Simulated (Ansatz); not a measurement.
`F[SiH]([SiH3])S` → `F[Si]S` + SiH₄ at 500 K and 1 bar (silylene formation by 1,1-elimination).

Calculated with Ansatz (gas phase, PBE0-D4/def2-TZVP geometries, no zero-point term in ΔE). CBS: MP2 limit from def2 TZ/QZ plus the TZ coupled-cluster correction, frozen cores. This one scheme is used for every species. Each species was taken in one conformer, which may not be the lowest.

```
          species  CCSD(T)/CBS energy (Eh)  H − E (kJ/mol)  S (J/(mol·K))
`F[SiH]([SiH3])S`              -1078.81755           169.4          418.5
         `F[Si]S`               -787.30018            57.7          315.6
             SiH₄               -291.46306           102.4          230.9
```

H − E and S are ideal-gas, rigid-rotor, harmonic terms from PBE0-D4/def2-TZVP, for one conformer and one mirror image of each species. 1 Eh = 2625.50 kJ/mol, R = 8.31446 J/(mol·K).

By hand: ΔE, ΔH, ΔS and ΔG.

ΔE = (-787.30018) + (-291.46306) − (-1078.81755) = 0.05431 Eh = 142.6 kJ/mol. Δ(H − E) = 57.7 + 102.4 − 169.4 = -9.3, so ΔH = 133.3 kJ/mol. ΔS = 315.6 + 230.9 − 418.5 = 128.0 J/(mol·K). ΔG = 133.3 − 500 × (128.0)/1000 = 69.3 kJ/mol.

By hand: the equilibrium constant, and the temperature at which ΔG would vanish if ΔH and ΔS stayed fixed.

log₁₀ K = −ΔG/(RT ln 10) = -7.2. ΔG = 0 at ΔH/ΔS = 1041 K.

The number of gas molecules changes by +1, which sets the sign of ΔS. A doubt of 5 kJ/mol in ΔE shifts log₁₀ K by 0.5 here. Other conformers and mirror images would add mixing entropy, several J/(mol·K) or more a flexible species. These are equilibria of isolated gas molecules and say nothing of rates. Largest T1 diagnostic: 0.015 (customary marks: 0.02 for closed shells, 0.045 for open ones).
